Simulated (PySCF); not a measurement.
Species: C₅H₅FO.
Numbering: `[CH2:1]=[CH:2][C:3](=[CH2:4])[C:5](=[O:6])[F:7]` (hydrogens: H8, H9 on C1; H10 on C2; H11, H12 on C4)

Torsions of this conformer, `[CH2:1]=[CH:2][C:3](=[CH2:4])[C:5](=[O:6])[F:7]`: C1–C2–C3–C4 180°, C2–C3–C5–O6 0°.

The closed-shell ground state was solved at several levels (PySCF, density fitting, gas phase, non-relativistic). Isolated species at its GFN2-xTB geometry (one conformer only). GFN2-xTB frequencies show an imaginary mode (21i cm⁻¹), so this geometry is no minimum at that level.

```
        level  basis functions  total energy (Eh)  HOMO (eV)  LUMO (eV)  gap (eV)  dipole (D)
  B3LYP/pcJ-1              239          -368.5905      -7.31      -2.40      4.91        3.22
PBE0/pcSseg-1              144          -368.1308      -7.55      -2.21      5.34        3.22
```

(1) Estimate the row for wB97X-D/def2-SVPD, a basis of 186 functions; the other rows only guide the guess.

(2) Over all these levels, which gives the widest orbital gap and which the narrowest?

(3) How far do the dipole and the HOMO energy spread over the levels?

Answers

(1) Total energy -368.1960 Eh, HOMO -9.33 eV, LUMO -0.52 eV, gap 8.81 eV, dipole 3.29 D.

(2) wB97X-D/def2-SVPD (range-separated hybrid) has the widest, 8.81 eV, and B3LYP/pcJ-1 (global hybrid, 20 % exact exchange) the narrowest, 4.91 eV. Functional and basis both differ between the two, so the spread mixes both effects.

(3) The dipole runs from 3.22 to 3.29 D (mean 3.24 D) and the HOMO from -9.33 to -7.31 eV.

The pairwise dispersion term of wB97X-D wasn't added to the energies; at a given geometry it leaves orbitals and properties as they are.
